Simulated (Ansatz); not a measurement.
The first iterations of a band of FGeH₃ (5 atoms, charge 0, multiplicity 1).

Level of theory: RKS r2SCAN-D4/def2-SVP in Ansatz 0.2.0.

* movable images: 9
* climbing image: yes
* spring: 5.0 eV/Å²
* optimiser: quadratic models (default)
* start path: through a guess of the saddle point
* force threshold: 0.05 eV/Å
* iteration limit: 60
* end points: relaxed

Image 0:

```xyz
5
Properties=species:S:1:pos:R:3
Ge 0.260 0.000 0.100
F 0.331 0.000 1.843
H 1.709 0.000 -0.398
H -0.492 1.272 -0.307
H -0.492 -1.272 -0.307
```

Image 10:

```xyz
5
Properties=species:S:1:pos:R:3
Ge -0.005 0.000 -0.787
F 1.158 0.000 1.208
H 2.033 0.000 0.888
H -0.935 1.139 -0.188
H -0.935 -1.139 -0.188
```

| iteration | highest image above the first end (eV) | largest band force component (eV/Å) |
| --- | --- | --- |
| 1 | 3.723 | 3.780 |
| 2 | 2.742 | 1.807 |

Question: Does the band converge within its limit, and where does its top end?

Answer: The run converged. It ended after 6 iterations with the highest image 2.608 eV above the first end. A vibrational analysis at the climbing image gives one clearly imaginary mode, 1172i cm⁻¹: a first-order saddle point. The orbitals stay closed-shell, which can raise the energy where a bond breaks towards radicals; this wasn't checked here.

Time of the run: 63 s on 1 thread of Intel(R) Xeon(R) 6975P-C (Granite Rapids), with other jobs on the host, peak memory 0.12 GiB.
